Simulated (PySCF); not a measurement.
Adding and removing an electron: GeB

UHF-CCSD(T); basis Ge x2c-SVPall, B x2c-SVPall; spin-free X2C with a Gaussian nucleus; PySCF 2.14. Neutral (UHF): quartet (σ ↑, π ↑↑), Re = 1.992 Å, ωe = 640 cm⁻¹, De = 2.81 eV.

GeB⁺ (UHF): triplet (σ ↑, π ↑), Re = 2.200 Å, ωe = 445 cm⁻¹, De = 2.09 eV to Ge⁺ + B. The energies at the minima are -2121.53805 hartree for GeB and -2121.22737 for GeB⁺.

Work out the adiabatic ionisation energy, without and with harmonic zero-point energies (1 hartree = 27.2114 eV, 1 eV = 8065.5 cm⁻¹), and the change of the bond length.

At UHF-CCSD(T): 0.31068 hartree = 8.454 eV between the minima; the zero-point term (445.0 − 640.0)/2 cm⁻¹ = -0.012 eV makes it 8.442 eV. Re changes by +20.8 pm against the neutral. The electron leaves a π orbital, and the longer bond of the ion fits a bonding orbital, or a change in how ionic the bond is.

Correlated steps freeze 10 core orbitals. Correlated levels converge slowly with the basis: in double zeta they bind strong bonds too weakly, by up to about 1 eV, and carry superposition errors of some tenths. Spin–orbit coupling is left out. For an ion De counts to the pair picked by the measured ionisation energies or electron affinities, which need not be the lowest pair at this level. States were picked by a PBE0 search and need not be the measured ground states.
